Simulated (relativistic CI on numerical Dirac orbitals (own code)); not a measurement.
**Line list: Electric-dipole lines, Ru⁸⁺**

These numbers are calculated, not measured: Dirac-Coulomb-Breit CI, KLI orbitals optimised for each configuration, QED by a radiative potential, unscaled Slater integrals (own radial code, finite nucleus).

CI space (outside the closed core [Ar] 3d10): 4s2.4p6, 4s2.4p5.4d, 4s.4p6.4d, 4s2.4p5.4f, 4s.4p6.4f, 4s2.4p5.5s, 4s2.4p5.5p, 4s2.4p5.5d, 4s.4p6.5s, 4s2.4p5.6s, 4s.4p6.5p, 4s2.4p5.6p, 4s2.4p5.5f, 4s2.4p5.5g, 4s2.4p5.6d, 4s2.4p5.7s, 4s.4p6.5d, 4s2.4p5.7p, 4s2.4p5.6f, 4p6.4d2, 4p5.4d3, 4p5.4d2.4f, 4p5.4d2.5s, 4p5.4d2.5p, 4p6.4f2, 4p5.4d.4f2, 4p5.4f3, 4p5.4f2.5s, 4p5.4f2.5p. Double excitations out of closed p, d and f shells are left out; levels of such configurations are missing from the list, as are those of other unlisted configurations, and high levels can miss mixing partners. These lack a partner that the ground configuration has and come out too high: 4s2.4p5.5d, 4s2.4p5.6s, 4s2.4p5.6p, 4s2.4p5.5f, 4s2.4p5.5g.

```csv
λ vac (Å),Lower,Upper,A (s⁻¹),log gf,S velocity/length
191.08,4s2.4p6 1S_0 [1],4s2.4p5.4d 1P°_1 [13],4.51e+11,0.87,0.59
227.08,4s2.4p5.4d 3P°_0 [2],4s2.4p5.4f 3D_1 [35],6.75e+10,0.19,0.68
228.70,4s2.4p5.4d 3P°_1 [3],4s2.4p5.4f 3D_2 [36],7.51e+10,0.47,0.69
232.95,4s2.4p5.4d 3P°_2 [4],4s2.4p5.4f 3D_3 [38],8.18e+10,0.67,0.71
233.68,4s2.4p5.4d 3P°_2 [4],4s2.4p5.4f 3D_2 [36],4.39e+10,0.25,0.69
242.42,4s2.4p5.4d 1D°_2 [10],4s2.4p5.4f 3G_3 [40],8.07e+10,0.70,0.90
242.70,4s2.4p5.4d 3F°_3 [6],4s2.4p5.4f 3G_4 [32],7.52e+10,0.78,0.98
243.01,4s2.4p5.4d 3F°_2 [7],4s2.4p5.4f 3G_3 [34],6.90e+10,0.63,0.95
243.49,4s2.4p5.4d 3F°_4 [5],4s2.4p5.4f 3G_5 [31],8.31e+10,0.91,0.98
243.75,4s2.4p5.4d 3D°_2 [11],4s2.4p5.4f 3D_3 [42],8.76e+10,0.74,0.79
248.25,4s2.4p5.4d 1F°_3 [12],4s2.4p5.4f 3F_4 [41],8.03e+10,0.82,0.91
249.54,4s2.4p5.4d 3D°_1 [9],4s2.4p5.4f 3F_2 [39],5.81e+10,0.43,0.85
249.64,4s2.4p5.4d 3D°_3 [8],4s2.4p5.4f 3F_4 [37],7.52e+10,0.80,0.90
323.63,4s2.4p5.4d 3F°_4 [5],4s.4p6.4d 3D_3 [19],1.81e+10,0.30,1.03
348.41,4s2.4p5.4f 3G_5 [31],4s2.4p5.5g 3H°_6 [90],3.85e+10,0.96,0.98
353.73,4s2.4p5.4f 3G_4 [32],4s2.4p5.5g 3H°_5 [91],3.26e+10,0.83,0.99
359.15,4s2.4p5.4f 3F_4 [41],4s2.4p5.5g 3H°_5 [107],3.61e+10,0.89,0.99
364.75,4s2.4p5.4f 3F_4 [37],4s2.4p5.5g 3G°_5 [94],3.13e+10,0.84,1.00
700.50,4s2.4p5.5p 3D_3 [24],4s2.4p5.5d 3F°_4 [47],1.06e+10,0.84,0.98
703.19,4s2.4p5.5d 3F°_4 [47],4s2.4p5.5f 3G_5 [70],1.38e+10,1.05,0.96
```

Terms are leading LS components. Brackets give the number of a level in order of energy, since labels repeat. The list gives strong lines, with weight on those to low levels, among the lowest 153 of 2501 levels, so that lines to higher ones, which can be the strongest, are missing. Levels whose partners in the same complex of configurations lie outside the list can be far off, and so can their lines. Rates are taken at the computed energies, electric ones in the length gauge. A velocity-to-length ratio far from 1 marks an uncertain rate.

At this charge configurations can still be misplaced by up to about 7 % of their energy.

LS names give the leading component of a level, which can be under half, so a name can repeat, a term be missing and a line seem to break the LS rules.
